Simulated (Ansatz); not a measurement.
Molecule: CH$_{3}$Zn, charge 0, multiplicity 2. The spin state was set by rule; other spins were not relaxed. SMILES of the parent species: [CH3][Zn]
Coordinates optimised at B3LYP-D3(BJ)/def2-TZVP (Ansatz, an electronic-structure program):
```
C
H 1 1.0892
H 1 1.0892 2 110.98
H 1 1.0892 2 110.98 3 -123.89
Zn 1 2.0683 2 107.92 4 -118.06
```
Charge 0, spin multiplicity 2.

Quantity: atomisation energy (electronic, to ground-state atoms), in kcal/mol. Valence correlation only, unless marked. Open shells are spin-unrestricted. No spin-orbit coupling. Frozen are the shells of the preceding noble gas and the d and f shells that filled before the atom's block. Non-relativistic. The coupled-cluster limit lacks core correlation, which all-electron functionals hold. CBS(X,Y): correlation extrapolated as X^-3; Hartree-Fock from the larger set. The bracket is a focal-point correction in the basis named.

```tsv
level	program	atomisation energy (kcal/mol)
PBE-D4/def2-TZVPD	Ansatz + dftd4	330.4
BLYP/def2-TZVPD	Ansatz	?
revPBE-D3(BJ)/def2-TZVPD	Ansatz + dftd3	323.4
B3LYP-D4/def2-TZVPD	Ansatz + dftd4	325.4
B3LYP/def2-TZVPD	Ansatz	322.7
PBE0/def2-TZVPD	Ansatz	326.7
LC-wPBE/def2-TZVPD	Ansatz	?
PBE-QIDH/def2-TZVPD	Ansatz	325.4
SCS-MP2/def2-TZVPPD	Ansatz	320.8
RI-MP2/CBS(def2-TZVPPD,def2-QZVPPD)+[CCSD(T)-MP2]/def2-TZVPPD	Ansatz	323.4
```

Q: Fill in the missing entries.

A: 
- BLYP/def2-TZVPD, atomisation energy (kcal/mol): 319.1
- LC-wPBE/def2-TZVPD, atomisation energy (kcal/mol): 329.1
